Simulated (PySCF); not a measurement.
Species: [OsO4]- (charge -1 and doublet state).
Bonds: Os1–O2, Os1–O3, Os1–O4, Os1–O5.

A GFN2-xTB structure was refined with PBE0-D3(BJ)/def2-SVP geometry optimisation, gas phase, def2 core potentials past Kr (PySCF). Its GFN2-xTB values:

| coordinate | GFN2-xTB |
| --- | --- |
| Os1–O2 | 1.692 Å |
| Os1–O5 | 1.690 Å |
| O2–Os1–O3 | 102.3° |
| O2–Os1–O4 | 124.8° |
| O3–Os1–O5 | 125.1° |

Q: How do these coordinates change at the PBE0-D3(BJ)/def2-SVP level?

A: 
```csv
coordinate,PBE0-D3(BJ)/def2-SVP (Å or °),change
Os1–O5,1.740,+0.050
Os1–O2,1.739,+0.047
O3–Os1–O5,118.6,-6.5
O2–Os1–O4,118.5,-6.3
O2–Os1–O3,105.1,+2.8
```

The energy falls by 8.0 kcal/mol over 11 energy and gradient evaluations, the largest force component goes from 0.0579 to 3.0e-04 Eh/bohr, and the atoms move by 0.096 Å rms after alignment. Among the bonds, Os1–O3 and Os1–O5 change most and about equally (+0.050 Å). Bonds longer at the end by more than 0.005 Å: 4 of 4; shorter: 0. Rotational constants go from 4554, 4549, 3512 to 4140, 4137, 3533 MHz.

The run used 88 basis functions and 99 SCF cycles in all.

No PBE0-D3(BJ)/def2-SVP frequencies stand behind this structure, so it isn't proved a minimum. ⟨S²⟩ = 0.757 (exact for a doublet: 0.75). The geometry's basis has no diffuse functions, a weakness for an anion.

Neither the SCF state along the optimisation nor the shape of the open-shell metal species was proved the lowest: other solutions of the same spin, or a structure of lower symmetry, can lie below.
